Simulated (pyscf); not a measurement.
**HO⁺=SiH₂, singlet**

Gas-phase minimum from PySCF at ωB97X-D3(BJ)/def2-SVP, one conformer. 

```xyz
5

O     -0.3500    -0.9360    -0.4535
Si    -1.5629    -0.1810     0.2318
H      0.3917    -1.4389    -0.0802
H     -2.4777     0.4643    -0.7153
H     -1.7060    -0.1640     1.6962
```
Charge +1, spin multiplicity 1.

Bonded distances (Å): O1–Si2 1.585, O1–H3 0.971, Si2–H4 1.466, Si2–H5 1.471. Bond angles (°): Si2–O1–H3 131.7, O1–Si2–H4 114.1, O1–Si2–H5 120.7, H4–Si2–H5 125.2.

Properties at ωB97X-D3(BJ)/def2-SVP:

Harmonic wavenumbers, unscaled: 567, 591, 725, 747, 941, 1091, 2358, 2427, 3840 cm⁻¹
Zero-point energy: 19.0 kcal/mol
Rotational symmetry number: 1
Entropy of this conformer at 298 K and 1 atm, rigid rotor and harmonic oscillator, modes under 100 cm⁻¹ raised to 100: 247.2 J/(mol K)
Dipole moment: depends on origin

Single-point totals, which compare only within one level (frozen core for MP2 and CC):

```tsv
level	total energy (hartree)
ωB97X-D3(BJ)/def2-TZVP	-366.31010
PBE/def2-TZVP	-366.04111
r²SCAN/def2-TZVP	-366.20853
B3LYP-D3(BJ)/def2-TZVP	-366.30465
PBE0-D3(BJ)/def2-TZVP	-366.07072
M06-2X/def2-TZVP	-366.22393
ωB97M-D3(BJ)/def2-TZVP	-366.33258
HF/def2-TZVPP	-365.33405
MP2/def2-TZVPP	-365.67443
CCSD/def2-TZVPP	-365.69270
CCSD(T)/def2-TZVPP	-365.70432
```

The CCSD(T) − MP2 part came from Ansatz, without density fitting, on the same reference.
